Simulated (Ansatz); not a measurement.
Reaction (SMILES): F[S] (F-S) → F atom + S atom
B3LYP-D3(BJ)/def2-TZVP geometries, fixed; electronic energies without zero-point terms.
Largest species:
```xyz
2

S      0.0000     0.0000    -0.5793
F      0.0000     0.0000     1.0299
```
Charge 0, spin multiplicity 2.

The atomisation energy at MP2 with Ansatz (a quantum-chemistry and plane-wave program), in kcal/mol, split into its Hartree-Fock and correlation parts. Cores are frozen. Open shells are unrestricted. No added dispersion term, no relativity. Functions are those of the species that has most.

```
basis        X  functions  Hartree-Fock    MP2
-----------  -  ---------  ------------  -----
cc-pV(D+d)Z  2         37         24.86  67.50
cc-pV(T+d)Z  3         69         33.75  82.88
cc-pV(Q+d)Z  4        119         35.17  87.43
cc-pV(5+d)Z  5        191         35.47  89.05
```

Worked estimate of the basis-set limit from each neighbouring pair, with Hartree-Fock from the larger set and the correlation part extrapolated as X^-3.
Correlation parts: X = 2: 42.64, X = 3: 49.13, X = 4: 52.26, X = 5: 53.58.
- (2,3): (27·(49.13) - 8·(42.64))/19 = 51.86; with Hartree-Fock 33.75 the estimate is 85.61 kcal/mol.
- (3,4): (64·(52.26) - 27·(49.13))/37 = 54.54; with Hartree-Fock 35.17 the estimate is 89.71 kcal/mol.
- (4,5): (125·(53.58) - 64·(52.26))/61 = 54.96; with Hartree-Fock 35.47 the estimate is 90.43 kcal/mol.
The last two estimates differ by 0.72 kcal/mol; the largest set lies 1.38 from the last. Over the last step Hartree-Fock moves by 0.30 and the correlation part by 1.32.
